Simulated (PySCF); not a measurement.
**Atomic charges against the basis set**

Compound: H9OPSi3.
Cartesian coordinates in Å at the PBE0-D3(BJ)/def2-SVP level; atoms count from 1:
```xyz
14
H9OPSi3 angstrom
Si    -3.1902   -0.3823    0.0484
O     -1.5415   -0.3189    0.2105
Si    -0.2386    0.5189    0.8110
Si     1.7221   -0.5591    0.1190
P      3.4871    0.5231    1.0593
H     -3.8395   -0.4816    1.3907
H     -3.6902    0.8450   -0.6426
H     -3.5348   -1.5845   -0.7608
H     -0.2571    1.9311    0.3097
H     -0.2947    0.5651    2.3062
H      1.7897   -0.6194   -1.3754
H      1.7340   -1.9582    0.6491
H      3.3888    1.6465    0.1803
H      4.4577   -0.1405    0.2472
```

PBE0 throughout (PySCF), one geometry, spherical d and f functions. Isolated species at its PBE0-D3(BJ)/def2-SVP geometry (one conformer only). Atoms taken as equivalent share a column and are averaged. The first 7 of 9 kinds of atom are listed.

Mulliken charges (e):

| basis | functions | Si1 | O2 | Si3 | Si4 | P5 | H6/H7/H8 | H9/H10 |
| --- | --- | --- | --- | --- | --- | --- | --- | --- |
| STO-3G | 50 | +0.660 | -0.534 | +0.546 | +0.251 | +0.141 | -0.132 | -0.136 |
| 6-31G | 79 | +0.862 | -0.975 | +0.817 | +0.155 | -0.121 | -0.123 | -0.123 |
| pcSseg-0 | 79 | +0.826 | -1.032 | +0.746 | -0.033 | -0.341 | -0.101 | -0.061 |
| 6-31G* | 104 | +0.597 | -0.681 | +0.588 | +0.071 | -0.190 | -0.085 | -0.082 |
| cc-pVDZ | 131 | +0.449 | -0.521 | +0.438 | +0.020 | -0.132 | -0.064 | -0.061 |
| def2-SVP | 131 | +0.585 | -0.592 | +0.534 | +0.060 | -0.123 | -0.096 | -0.083 |
| aug-cc-pVDZ | 212 | -0.201 | -0.962 | +0.030 | -0.653 | -1.008 | +0.234 | +0.305 |
| 6-311+G(2d,p) | 221 | +0.695 | -0.926 | +0.518 | +0.162 | -0.230 | -0.069 | -0.056 |
| def2-TZVP | 233 | +0.278 | -0.394 | +0.271 | +0.052 | -0.248 | -0.029 | -0.025 |
| cc-pVTZ | 292 | +0.263 | -0.340 | +0.280 | +0.066 | -0.154 | -0.035 | -0.035 |
| IGLO-III | 301 | +0.850 | -0.645 | +0.683 | +0.406 | -0.059 | -0.178 | -0.169 |

IAO charges (e):

| basis | functions | Si1 | O2 | Si3 | Si4 | P5 | H6/H7/H8 | H9/H10 |
| --- | --- | --- | --- | --- | --- | --- | --- | --- |
| STO-3G | 50 | +0.774 | -0.705 | +0.626 | +0.294 | +0.037 | -0.140 | -0.136 |
| 6-31G | 79 | +0.701 | -0.796 | +0.613 | +0.158 | -0.122 | -0.100 | -0.095 |
| pcSseg-0 | 79 | +0.699 | -0.792 | +0.607 | +0.096 | -0.134 | -0.099 | -0.087 |
| 6-31G* | 104 | +0.838 | -0.857 | +0.715 | +0.234 | -0.089 | -0.136 | -0.129 |
| cc-pVDZ | 131 | +0.828 | -0.853 | +0.706 | +0.236 | -0.097 | -0.134 | -0.128 |
| def2-SVP | 131 | +0.847 | -0.851 | +0.717 | +0.238 | -0.089 | -0.140 | -0.132 |
| aug-cc-pVDZ | 212 | +0.829 | -0.862 | +0.707 | +0.241 | -0.106 | -0.132 | -0.127 |
| 6-311+G(2d,p) | 221 | +0.865 | -0.881 | +0.733 | +0.254 | -0.092 | -0.141 | -0.135 |
| def2-TZVP | 233 | +0.876 | -0.885 | +0.744 | +0.258 | -0.093 | -0.144 | -0.138 |
| cc-pVTZ | 292 | +0.861 | -0.878 | +0.732 | +0.249 | -0.099 | -0.140 | -0.134 |
| IGLO-III | 301 | +0.872 | -0.884 | +0.739 | +0.255 | -0.089 | -0.143 | -0.136 |

Some averages cover members that differ in this geometry, most widely: H6/H7/H8, Mulliken in aug-cc-pVDZ +0.225 to +0.251 e.

Q: Which scheme is steadiest as the basis changes?

A: Largest range over the bases for any column: IAO 0.20 e, Mulliken 1.15 e. IAO charges move least and Mulliken charges most, counted in e. Without the minimal STO-3G basis the ranges are IAO 0.18, Mulliken 1.06 e.

Q: How much do the charges still move between the two largest bases, cc-pVTZ and IGLO-III?

A: At most, over all atoms: Mulliken 0.587 e, IAO 0.012 e.

Q: What do the same runs give for the total energy, the frontier levels and the dipole moment?

A: 
| basis | energy (Eh) | HOMO (eV) | LUMO (eV) | μ (D) |
| --- | --- | --- | --- | --- |
| STO-3G | -1274.9623 | -3.87 | 5.17 | 0.61 |
| 6-31G | -1289.6999 | -7.44 | -0.43 | 1.29 |
| pcSseg-0 | -1288.2931 | -7.60 | -0.57 | 1.46 |
| 6-31G* | -1289.8641 | -7.54 | -0.53 | 0.88 |
| cc-pVDZ | -1289.9353 | -7.55 | -0.52 | 0.69 |
| def2-SVP | -1289.5051 | -7.59 | -0.47 | 0.77 |
| aug-cc-pVDZ | -1289.9474 | -7.62 | -0.90 | 0.63 |
| 6-311+G(2d,p) | -1290.0139 | -7.64 | -0.94 | 0.64 |
| def2-TZVP | -1290.0298 | -7.62 | -0.83 | 0.60 |
| cc-pVTZ | -1290.0332 | -7.62 | -0.76 | 0.61 |
| IGLO-III | -1290.0274 | -7.61 | -0.74 | 0.55 |

The dipole is fixed by the density alone, so its range of 0.91 D shows that the density itself changes with the basis, not only its division among atoms.
